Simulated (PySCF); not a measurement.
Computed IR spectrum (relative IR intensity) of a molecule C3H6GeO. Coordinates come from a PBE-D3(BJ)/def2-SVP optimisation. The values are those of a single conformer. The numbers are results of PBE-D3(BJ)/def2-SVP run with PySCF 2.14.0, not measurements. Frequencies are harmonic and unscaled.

Lines under 2 % of the strongest are left out, and lines within 2 cm⁻¹ are merged.

ν (cm⁻¹): 376 (m), 448 (m), 526 (w), 582 (w), 601 (m), 650 (s), 660 (w), 746 (w), 823 (m), 832 (m), 919 (w), 988 (m), 1129 (s), 1199 (w), 1241 (vw), 1377 (vw), 1379 (w), 1528 (s), 2062 (vs), 3059 (m) (against the strongest line: vs over 80 %, s over 45 %, m over 15 %, w over 4 %, vw less)

Which molecule gave these data?
A. C=C=[CH][GeH2][OH]
B. [CH3][Ge@H]1[CH]=C[O]1
C. C1=C[O][GeH2][CH2]1
D. [OH][Ge@@H]1[CH]=C[CH2]1

B, [CH3][Ge@H]1[CH]=C[O]1
